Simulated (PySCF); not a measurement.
PySCF input for CH5FO2Si2, SMILES F[Si@H]1OC[SiH2]O1, B3LYP/pcSseg-1. The structure is a stationary point at B3LYP-D3(BJ)/def2-SVP. The structure was generated by enumeration; whether it is a known compound was not checked. Other conformers were not sampled.

```python
import numpy as np
from pyscf import gto, scf, dft
from pyscf.prop.nmr import rks as nmr

mol = gto.M(
    atom='''
    F     2.23456489   -0.20187770   -0.47946680
    Si    0.99410383   -0.20023771    0.55731016
    O     0.23550276    1.27437516    0.56395119
    C    -1.02643446    1.37855497   -0.11830107
    Si   -1.60267615   -0.42410575   -0.50076380
    O    -0.19670431   -1.21292228   -0.00165628
    H     1.52928763   -0.56740407    1.87396627
    H    -1.73240189    1.92608639    0.52775862
    H    -0.90068054    1.97447387   -1.03937056
    H    -2.76521386   -0.86822993    0.31421670
    H    -1.87384369   -0.67017133   -1.94157191
    ''',
    basis='pcSseg-1',
    charge=0,
    spin=0,
    max_memory=1600,
    verbose=3,
)
mf = dft.RKS(mol, xc='b3lyp')
mf.grids.level = 3
mf.conv_tol = 1e-10
mf.max_cycle = 100
mf.kernel()
n = nmr.NMR(mf)
n.verbose = 2
n.max_cycle_cphf = 60
sigma = n.kernel()
print('atom   isotropic/ppm   span/ppm')
for i, s in enumerate(sigma):
    w = np.linalg.eigvalsh((s + s.T) / 2)
    print(f'{mol.atom_symbol(i):2s}{i + 1:3d} {w.mean():14.3f} {w[2] - w[0]:11.3f}')
```

Log of the run:

```
converged SCF energy = -870.568641482596
atom   isotropic/ppm   span/ppm
F   1        299.841     157.740
Si  2        382.719      41.210
O   3        284.976     128.847
C   4        124.421      92.236
Si  5        351.220      92.379
O   6        264.705     112.815
H   7         26.901      10.636
H   8         27.524       9.994
H   9         27.441      10.364
H  10         26.491       8.700
H  11         26.429       8.273
```

The run converged.
